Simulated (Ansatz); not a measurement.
Geometry optimisation, Ansatz, RHF/def2-SVP.

Input file:

```yaml
crystal:
  periodic: [false, false, false]
  atoms:
    - { symbol: "N", position_ang: [-0.5904, 0.2382, -1.4347] }
    - { symbol: C, position_ang: [-0.3514, 0.7283, -0.0927] }
    - { symbol: Sn, position_ang: [0.8341, -0.7269, 0.8947] }
    - { symbol: H, position_ang: [-0.30952, -0.70439, -1.48196] }
    - { symbol: H, position_ang: [0.12783, 0.78659, -2.08115] }
    - { symbol: H, position_ang: [0.2093, 1.707, -0.1289] }
    - { symbol: H, position_ang: [-1.2644, 0.8796, 0.4819] }
    - { symbol: H, position_ang: [0.042, -2.2327, 0.9683] }
    - { symbol: H, position_ang: [1.2208, -0.1613, 2.5753] }
    - { symbol: H, position_ang: [2.3645, -0.9403, 0.0474] }
basis:
  gaussian: { orbitals: def2-SVP }
hamiltonian:
  xc: hf
relax:
  f_tol: 0.015
  max_steps: 40
```

Run as:

```bash
$ ansatz run input.yaml --threads 1 --pin off --max-ram 2048MiB --backend cpu --events-out ev --progress --plain --runs-dir out
```

**Question.** Where does it end, and by what steps?

**Answer.** The run converged. After 7 steps the energy has fallen by 0.650 eV; H4 moved furthest, 0.74 Å.

```tsv
step	energy less start (eV)	largest force component (eV/Å)	accepted
0	0.0000	3.023	yes
1	-0.4010	2.107	yes
2	-0.5677	0.593	yes
3	-0.6020	0.546	yes
4	-0.6463	0.143	yes
5	-0.6497	0.036	yes
6	-0.6503	0.036	yes
7	-0.6504	0.007	yes
```

```xyz
10
Properties=species:S:1:pos:R:3
N -0.523 0.420 -1.526
C -0.296 0.722 -0.123
Sn 0.957 -0.699 0.983
H -0.985 -0.462 -1.653
H 0.332 0.390 -2.049
H 0.158 1.711 -0.041
H -1.258 0.795 0.386
H 0.221 -2.250 0.946
H 1.191 -0.230 2.615
H 2.486 -0.822 0.211
```

The run took 20 s on 1 thread of Arm Neoverse V1, on a shared host, peak memory 0.17 GiB.
